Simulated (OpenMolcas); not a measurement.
N, P, As, Sb, Bi: ns2 np3 down the group

| Property | Result |
| --- | --- |
| Program | OpenMolcas 26.06 |
| Method | SS-RASPT2, IPEA 0.25 Eh, imaginary shift 0.1 Eh |
| Basis | ANO-R3 |
| Scalar Hamiltonian | X2C, finite nucleus |
| Spin-orbit coupling | state interaction with AMFI integrals over the reference wave functions, term energies averaged over their components |

Active space for each ion: 3 electrons in 9 orbitals (RAS2 p; RAS3 s d, at most 1 electron); closed shells correlated by CASPT2: N 1s 2s; P 2s 2p 3s; As 3d 4s; Sb 4d 5s; Bi 5d 6s.

Computed levels in cm-1 above 4S* 3/2:

```tsv
Level	N	P	As	Sb	Bi
2D* 3/2	19730	11930	11630	9710	11100
2D* 5/2	19730	11940	11800	10560	15010
2P* 1/2	33160	22850	21830	19640	23480
2P* 3/2	33160	22860	22070	20900	31550
weight of 4S* in the lowest level (%)	100	100	100	98	75
```

Mixed levels, with the weight of the term that names them: Bi 2D* 3/2 (70 %), Bi 2P* 3/2 (70 %).

Measured, with the error of the calculation in %. Measured levels: N, P, As, Sb, Bi from NIST Handbook of Basic Atomic Spectroscopic Data.

| Level | N | P | As | Sb | Bi |
| --- | --- | --- | --- | --- | --- |
| 2D* 3/2 | 19233 (+2.6) | 11361 (+5.0) | 10593 (+9.8) | 8512 (+14.0) | 11419 (-2.8) |
| 2D* 5/2 | 19224 (+2.6) | 11377 (+4.9) | 10915 (+8.1) | 9854 (+7.2) | 15438 (-2.8) |
| 2P* 1/2 | 28839 (+15.0) | 18723 (+22.1) | 18186 (+20.0) | 16395 (+19.8) | 21661 (+8.4) |
| 2P* 3/2 | 28839 (+15.0) | 18748 (+21.9) | 18648 (+18.4) | 18464 (+13.2) | 33165 (-4.9) |

Without spin-orbit coupling 2D* lies 19730, 11930, 11730, 10160, 10850 cm-1 above 4S* in that order; the difference to the level 2D* 3/2, of either sign, comes from spin-orbit coupling, which also lowers the zero.

CASPT2 does not keep the components of a term degenerate, so their means are used; among the terms shown or strongly mixed into the levels shown the widest spread is 180 cm-1 (4s2 4p3 2D*, As). With the s shell closed, the reference lacks s² → p² mixing. Some terms miss by over 15 % even with CASPT2, which points to a basis or an active space too small for the shells correlated (holds for P; As; Sb). No level of 5s2 5p2 5d was computed, though it lies in the active space (holds for Sb). No level of 6s2 6p2 6d was computed, though it lies in the active space (holds for Bi). Computed and measured levels are paired by configuration, term and J; levels that our copy of the source lacks, or whose pairing is in doubt (as where it misses far off the trend of its configuration), stay unpaired and out of the deviations. Where the source uses jj or jK labels, the order within each J decides. Levels of configurations outside the active space are missing.

* marks odd parity.
